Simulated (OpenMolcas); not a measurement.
**La I: effect of the active space**

- Program: OpenMolcas
- Method: SS-CASPT2, IPEA 0.25 Eh, imaginary shift 0.1 Eh
- Basis: ANO-RCC-VQZP
- Scalar Hamiltonian: DKH2, point nucleus
- Spin-orbit coupling: RASSI with atomic mean-field integrals over the reference wave functions, term energies averaged over their components

A. 3 electrons in 6 orbitals (5d 6s); 2S+1 = 2 even, 65 roots; 2S+1 = 4 even, 20 roots kept (CI in the orbitals of an earlier block); closed shells correlated: 5s 5p; CASPT2 step about 2.1 core-minutes
B. 3 electrons in 11 orbitals (5d 6s 6d); 2S+1 = 2 even, 49 roots; 2S+1 = 4 even, 20 roots kept (CI in the orbitals of an earlier block); closed shells correlated: 5s 5p; CASPT2 step of the order of 22 core-minutes

Energies in cm-1 above 5d 6s2 2D 3/2, the measured ground level; measured values from NIST Handbook of Basic Atomic Spectroscopic Data.

```json
{"Level": "5d 6s2 2D 3/2", "A": "0.0", "B": "0.0", "Measured": "0.0"}
{"Level": "5d 6s2 2D 5/2", "A": "713", "B": "1011", "Measured": "1053"}
{"Level": "5d2 6s 4F 3/2", "A": "1689", "B": "1245", "Measured": "2668"}
{"Level": "5d2 6s 4F 5/2", "A": "2020", "B": "1679", "Measured": "3010"}
{"Level": "5d2 6s 4F 7/2", "A": "2450", "B": "2110", "Measured": "3495"}
{"Level": "5d2 6s 4F 9/2", "A": "3060", "B": "2820", "Measured": "4122"}
{"Level": "5d2 6s 2F 5/2", "A": "5420", "B": "4930", "Measured": "7012"}
{"Level": "5d2 6s 2F 7/2", "A": "6270", "B": "5910", "Measured": "8052"}
{"Level": "5d2 6s 4P 1/2", "A": "7090", "B": "6530", "Measured": "7231"}
{"Level": "5d2 6s 2P 1/2", "A": "7580", "B": "7900", "Measured": "9044"}
{"Level": "5d2 6s 2P 3/2", "A": "8150", "B": "8500", "Measured": "9719"}
{"Level": "5d2 6s 2G 7/2", "A": "8600", "B": "8900", "Measured": "9961"}
{"Level": "5d2 6s 2G 9/2", "A": "8670", "B": "8940", "Measured": "9920"}
{"Level": "5d3 4F 3/2", "A": "10790", "B": "11060", "Measured": "12431"}
{"Level": "5d3 4F 5/2", "A": "11180", "B": "11380", "Measured": "12787"}
{"Level": "5d3 4F 7/2", "A": "11670", "B": "11820", "Measured": "13238"}
{"Level": "5d3 4F 9/2", "A": "12200", "B": "12350", "Measured": "13747"}
{"Level": "5d3 2G 7/2", "A": "14880", "B": "14850", "Measured": "17023"}
{"Level": "5d3 2G 9/2 [69 %]", "A": "15040", "B": "15030", "Measured": "17141"}
{"Level": "5d3 4P 3/2 [70 %]", "A": "15540", "B": "15570", "Measured": "16735"}
{"Level": "5d3 4P 1/2", "A": "15560", "B": "15330", "Measured": "16617"}
{"Level": "5d3 4P 5/2", "A": "16070", "B": "15930", "Measured": "17099"}
{"Level": "5d3 2H 9/2 [71 %]", "A": "16340", "B": "16390", "Measured": ""}
{"Level": "5d3 2H 11/2", "A": "16400", "B": "16590", "Measured": ""}
```

Deviations, from unrounded energies. A percentage is the sum of absolute deviations over the sum of measured energies, with the sign that they share, or ± where signs differ.

```tsv
Against measurement	Levels	A	B
mean absolute deviation (cm-1)	21	1300	1300
fine structure of the ground term (%)	1	-32.3	-4.0
other configurations (%)	20	-12.9	-13.4
```

A, B lie about equally close to measurement. The largest miss of A in the table is 5d3 2G 7/2, by -2100 cm-1. The ranking rests on the paired levels alone, and a cruder setting can come out closer through cancelling errors.

The two smallest mean deviations differ by little beside CASPT2's spread within terms, so their order carries little weight.

Between A and B the level of the table that moves most is 5d2 6s 4P 1/2, by 560 cm-1 (lowest in B, highest in A). Moves below CASPT2's spread within the term are not significant.

Term energies are means over components that CASPT2 splits; among the terms shown or strongly mixed into the levels shown the widest spread is 1000 cm-1 (5d2 6s 2F, A). Over all roots computed the reference weight is 0.83 to 0.91 in A; the roots of lowest weight are the least certain, and an intruder state may touch them. Some levels mix across a computed gap that differs much from the measured one, so their mixing is not that of the real levels. Terms from blocks run as CI alone lack orbitals of their own. Configurations are named by rounded mean occupations; where the s occupation lies near a half they are strongly mixed, a name can repeat and a true partner stay unpaired (holds for A). A single d shell beside an s shell can misplace configurations of different d count against each other (holds for A). The CASPT2 spread within a term exceeds the gap to the next term for 5d2 6s 2P and 5d2 6s 2G, 5d3 4P and 5d3 2H, so the order of their levels is uncertain (holds for A). Active for correlation alone: 6d; no level in the range computed is led by a configuration that fills it, so any true level of that kind is missing (holds for B). Computed and measured levels are paired by configuration, term and J; levels that our copy of the source lacks, or whose pairing is in doubt (as where it misses far off the trend of its configuration), stay unpaired and out of the deviations. Levels of configurations outside the active space are missing. The table leaves out levels that lie high or whose names do not pair safely across all columns.

A share in square brackets marks a mixed level and gives the weight of the term that names it, the lowest over the columns.
